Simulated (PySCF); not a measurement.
Ga(H)(F)(NH2) (FGaH3N), SMILES [GaH]([F])[NH2].

Geometry: ωB97X-D3(BJ)/def2-TZVP. The values are those of a single conformer.

Calculation: PySCF with TDA-LC-ωPBE/def2-SVPD.

Vertical excitations. The molecule is in vacuum. State labels are in the subgroup Cs.

| state | symmetry | energy (eV) | λ (nm) | f | main pairs |
|---|---|---|---|---|---|
| S1 | A" | 6.90 | 180 | 0.073 | HOMO→LUMO 72 %, HOMO→LUMO+3 16 % |
| S2 | A' | 7.25 | 171 | 0.110 | HOMO→LUMO+1 93 % |
| S3 | A" | 7.88 | 157 | 0.064 | HOMO−1→LUMO+1 89 % |
| S4 | A" | 7.99 | 155 | 0.003 | HOMO→LUMO+2 77 % |
| S5 | A" | 8.86 | 140 | 0.000 | HOMO→LUMO+3 54 %, HOMO→LUMO+4 14 %, HOMO→LUMO+9 11 %, HOMO→LUMO 8 % |
| S6 | A' | 8.92 | 139 | 0.149 | HOMO−1→LUMO+2 50 %, HOMO−1→LUMO 28 % |
| S7 | A" | 9.12 | 136 | 0.000 | HOMO→LUMO+5 55 %, HOMO→LUMO+9 17 %, HOMO→LUMO+4 14 % |
| S8 | A" | 9.33 | 133 | 0.021 | HOMO−3→LUMO+1 90 % |
| S9 | A" | 9.41 | 132 | 0.009 | HOMO→LUMO+4 49 %, HOMO→LUMO+9 12 %, HOMO→LUMO 12 %, HOMO→LUMO+3 11 % |
| S10 | A' | 9.60 | 129 | 0.044 | HOMO−2→LUMO+1 64 %, HOMO−3→LUMO+2 11 % |
| T1 | A' | 5.90 | 210 | 0 | HOMO→LUMO+1 91 % |
| T2 | A" | 6.27 | 198 | 0 | HOMO→LUMO 62 %, HOMO→LUMO+3 21 % |
| T3 | A" | 7.11 | 174 | 0 | HOMO−1→LUMO+1 89 % |
| T4 | A' | 7.66 | 162 | 0 | HOMO−1→LUMO+2 44 %, HOMO−1→LUMO 26 %, HOMO−1→LUMO+3 13 % |
Triplets are in the Tamm–Dancoff approximation.
